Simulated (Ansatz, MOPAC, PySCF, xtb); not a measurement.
Two conformers of C3H8O (SMILES CCCO), B3LYP-D3(BJ)/def2-TZVP minima.
Conformer 1 (charge 0, multiplicity 1):
```xyz
12

C     -1.37510     0.26011    -0.36911
C     -0.37308    -0.41127     0.56586
C      1.05232     0.06520     0.35904
O      1.46528    -0.30126    -0.95731
H     -1.11544     0.07473    -1.41113
H     -2.38537    -0.11502    -0.19712
H     -1.38981     1.34213    -0.21431
H     -0.39731    -1.49561     0.42554
H     -0.64463    -0.22136     1.60870
H      1.10146     1.15496     0.48723
H      1.71036    -0.39240     1.10797
H      2.35131     0.03978    -1.11207
```
Conformer 2 (charge 0, multiplicity 1, Z-matrix in Å and degrees):
```
C
H 1 1.0931
H 1 1.0961 2 106.67
C 1 1.5219 2 108.58 3 -117.29
H 4 1.0918 1 110.09 2 -62.65
H 4 1.0985 5 107.25 1 119.56
O 4 1.4236 5 105.41 6 118.02
H 7 0.9633 4 108.43 5 -179.73
C 1 1.5266 2 110.41 3 119.06
H 9 1.0907 1 111.27 2 -58.92
H 9 1.0924 10 107.68 1 -121.95
H 9 1.0926 10 107.69 11 -115.81
```

No zero-point or thermal terms.

The state reached by AM1, PM3 isn't checked.

Run with Ansatz (an electronic-structure program); MOPAC for AM1, PM3 (differences of heats of formation); PySCF for the dispersion terms; xtb for the GFN methods. Values without a source in brackets are computed.

Task: One of these levels gives -2.1 kJ/mol for the electronic energy of conformer 2 less that of conformer 1. Which?
(A) AM1
(B) PBE-D3(BJ)/def2-TZVPP
(C) PM3
(D) GFN-FF

Result: D, GFN-FF. The others give -9.1 (AM1), -10.6 (PM3), -0.6 (PBE-D3(BJ)/def2-TZVPP)
